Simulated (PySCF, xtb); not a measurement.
B(F)(OH)(NH2) (BFH3NO), SMILES FB(O)N. One conformer was computed; it need not be the lowest.

Harmonic wavenumbers (cm⁻¹) from GFN2-xTB run with xtb at its own minimum, in rising order: 336, 405, 417, 485, 504, 562, 813, 846, 955, 1250, 1407, 1520, 3545, 3593, 3647.

**Question.** What does PBE0-D3(BJ)/def2-SVP (PySCF) give at its own minimum? (An estimate is asked for; the answer gives what the named calculation found.)

**Answer.** 348, 378, 421, 453, 550, 666, 869, 896, 1008, 1429, 1471, 1615, 3670, 3784, 3936. Paired by order, the mean absolute difference is 88 cm⁻¹ and the zero-point energies are 29.0 and 30.7 kcal/mol.
